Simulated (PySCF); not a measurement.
Correlation energy of Zn (zinc, neutral)

[Ar] 3d9 4s2 4p1, one real determinant (an excited configuration). All numbers are calculated (PySCF 2.14, scalar relativity by spin-free X2C-1e, in aug-cc-pVTZ-DK). Frozen: [Ar]; 12 electrons correlated.

```csv
level,correlation energy (mhartree)
CCSD,-416.44
(T),-12.79
CCSD(T),-429.23
```

Diagnostics: T1 = 0.023, D1 = 0.0895, largest double amplitude 0.048.

The real determinant used has ⟨L²⟩ near 8 against 12 for a pure F term, so it mixes terms.

Cost of the coupled-cluster step: about 30 core-seconds, for 12 correlated electrons.

Iterations:

```
CC2 = 0
CCSD nocc = (np.int64(7), np.int64(5)), nmo = (84, 84)
frozen orbitals [[0, 1, 2, 3, 4, 5, 6, 7, 8], [0, 1, 2, 3, 4, 5, 6, 7, 8]]
max_cycle = 100
direct = 0
conv_tol = 1e-08
conv_tol_normt = 1e-06
diis_space = 8
diis_start_cycle = 0
Init t2, MP2 energy = -0.43519952698812
Init E_corr(UCCSD) = -0.435199526988155
cycle = 1  E_corr(UCCSD) = -0.405668078165788  dE = 0.0295314488  norm(t1,t2) = 0.0987721
cycle = 2  E_corr(UCCSD) = -0.418472644135079  dE = -0.012804566  norm(t1,t2) = 0.0720805
cycle = 3  E_corr(UCCSD) = -0.41809343398452  dE = 0.000379210151  norm(t1,t2) = 0.112448
cycle = 4  E_corr(UCCSD) = -0.413525326966859  dE = 0.00456810702  norm(t1,t2) = 0.0648755
cycle = 5  E_corr(UCCSD) = -0.415997571346809  dE = -0.00247224438  norm(t1,t2) = 0.0128909
cycle = 6  E_corr(UCCSD) = -0.41638624726221  dE = -0.000388675915  norm(t1,t2) = 0.00506592
cycle = 7  E_corr(UCCSD) = -0.416308251444896  dE = 7.79958173e-05  norm(t1,t2) = 0.00350874
cycle = 8  E_corr(UCCSD) = -0.416364731826674  dE = -5.64803818e-05  norm(t1,t2) = 0.00258136
cycle = 9  E_corr(UCCSD) = -0.416435167739512  dE = -7.04359128e-05  norm(t1,t2) = 0.00191581
cycle = 10  E_corr(UCCSD) = -0.416418632436262  dE = 1.65353033e-05  norm(t1,t2) = 0.000870709
cycle = 11  E_corr(UCCSD) = -0.416430824272348  dE = -1.21918361e-05  norm(t1,t2) = 0.000498994
cycle = 12  E_corr(UCCSD) = -0.41643224929362  dE = -1.42502127e-06  norm(t1,t2) = 0.000201566
cycle = 13  E_corr(UCCSD) = -0.416431990182704  dE = 2.59110916e-07  norm(t1,t2) = 0.000145251
cycle = 14  E_corr(UCCSD) = -0.416436953091894  dE = -4.96290919e-06  norm(t1,t2) = 9.79187e-05
cycle = 15  E_corr(UCCSD) = -0.416434472893694  dE = 2.4801982e-06  norm(t1,t2) = 6.52003e-05
cycle = 16  E_corr(UCCSD) = -0.416435973749107  dE = -1.50085541e-06  norm(t1,t2) = 3.49319e-05
cycle = 17  E_corr(UCCSD) = -0.416436012721582  dE = -3.89724749e-08  norm(t1,t2) = 2.00102e-05
cycle = 18  E_corr(UCCSD) = -0.416435562265055  dE = 4.50456527e-07  norm(t1,t2) = 1.03603e-05
cycle = 19  E_corr(UCCSD) = -0.416435864608539  dE = -3.02343485e-07  norm(t1,t2) = 6.09373e-06
cycle = 20  E_corr(UCCSD) = -0.416435766271053  dE = 9.8337486e-08  norm(t1,t2) = 3.8981e-06
cycle = 21  E_corr(UCCSD) = -0.416435833789086  dE = -6.75180327e-08  norm(t1,t2) = 2.86527e-06
cycle = 22  E_corr(UCCSD) = -0.416435910590023  dE = -7.68009368e-08  norm(t1,t2) = 2.03211e-06
cycle = 23  E_corr(UCCSD) = -0.416435884360868  dE = 2.62291545e-08  norm(t1,t2) = 1.43425e-06
cycle = 24  E_corr(UCCSD) = -0.416435924730955  dE = -4.03700862e-08  norm(t1,t2) = 1.02006e-06
cycle = 25  E_corr(UCCSD) = -0.416435928876031  dE = -4.1450765e-09  norm(t1,t2) = 7.84937e-07
UCCSD converged
E(UCCSD) = -1794.358262267494  E_corr = -0.416435928876031
UCCSD(T) correction = -0.0127924512215248
```

The reference is one real determinant that mixes LS terms of this configuration.
